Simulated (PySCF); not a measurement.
H₂Se, SMILES [SeH2].

Geometry: ωB97X-D3(BJ)/def2-TZVPD.

These are TDDFT-B3LYP/def2-TZVPD (PySCF 2.14.0) values and carry that method's errors.

Vertical excitations. Isolated molecule, no solvent. State labels are in the subgroup C2v.

| state | symmetry | energy (eV) | λ (nm) | f | main pairs |
|---|---|---|---|---|---|
| S1 | A2 | 5.25 | 236 | 0.000 | HOMO→LUMO+1 100 % |
| S2 | B1 | 5.39 | 230 | 0.055 | HOMO→LUMO 100 % |
| S3 | A2 | 6.76 | 183 | 0.000 | HOMO→LUMO+2 100 % |
| S4 | B1 | 6.88 | 180 | 0.002 | HOMO→LUMO+3 100 % |
| S5 | A1 | 7.20 | 172 | 0.001 | HOMO→LUMO+4 99 % |
| S6 | B1 | 7.82 | 159 | 0.131 | HOMO→LUMO+5 74 %, HOMO→LUMO+6 25 % |
| S7 | B1 | 8.23 | 151 | 0.220 | HOMO→LUMO+6 74 %, HOMO→LUMO+5 24 % |
| S8 | B2 | 8.29 | 150 | 0.024 | HOMO→LUMO+7 70 %, HOMO−1→LUMO+1 29 % |
| S9 | A1 | 8.36 | 148 | 0.031 | HOMO−1→LUMO 76 %, HOMO→LUMO+8 23 % |
| S10 | A1 | 8.66 | 143 | 0.276 | HOMO→LUMO+8 73 %, HOMO−1→LUMO 20 % |
| T1 | A2 | 4.79 | 259 | 0 | HOMO→LUMO+1 99 % |
| T2 | B1 | 5.01 | 248 | 0 | HOMO→LUMO 97 % |
| T3 | A2 | 6.78 | 183 | 0 | HOMO→LUMO+2 99 % |
| T4 | B1 | 6.87 | 180 | 0 | HOMO→LUMO+3 96 % |
Triplets are in the Tamm–Dancoff approximation, which puts them higher than full response would, so one can lie above its singlet here.
